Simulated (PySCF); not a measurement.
Cs(Br) anion (BrCs), SMILES [Br][Cs] (connectivity only; charge and spin as stated), charge -1, multiplicity 2.

Geometry optimised at B3LYP-D3(BJ)/def2-TZVPD. The multiplicity is an assumed one; other spin states were not compared. The def2 effective core potentials stand for the cores of Cs; spin–orbit coupling is left out.

These are PySCF with M06-2X/def2-TZVPD values and carry that method's errors.

Gas-phase values at a fixed geometry. A positive occupied level means that this level leaves the electron formally unbound; only the finite basis holds it.

Computed frontier levels, dipole moment:
α spin, highest occupied and lowest empty level: 0.07 and 2.31 eV
β spin, highest occupied and lowest empty level: -3.79 and 2.13 eV
dipole moment about the centre of nuclear charge: 0.02 D
⟨S²⟩: 0.751 (pure state 0.75)
